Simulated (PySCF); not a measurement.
SnHFCl2, SMILES [F][SnH]([Cl])[Cl].

Geometry optimised at PBE0-D3(BJ)/def2-SVP. The def2 effective core potentials stand for the cores of Sn; spin–orbit coupling is left out.

Computed with HF/def2-TZVPD (PySCF).

Symmetry labels are those of the subgroup Cs that the program uses (full group Cs).

Computed valence orbital energies around the gap with their symmetry:
```tsv
orbital	symmetry	energy (eV)
HOMO−7	A"	-17.18
HOMO−6	A'	-16.45
HOMO−5	A'	-14.51
HOMO−4	A"	-14.32
HOMO−3	A'	-13.40
HOMO−2	A"	-13.18
HOMO−1	A'	-13.01
HOMO	A"	-12.97
LUMO	A'	0.93
LUMO+1	A'	1.39
LUMO+2	A'	1.55
LUMO+3	A"	1.55
```
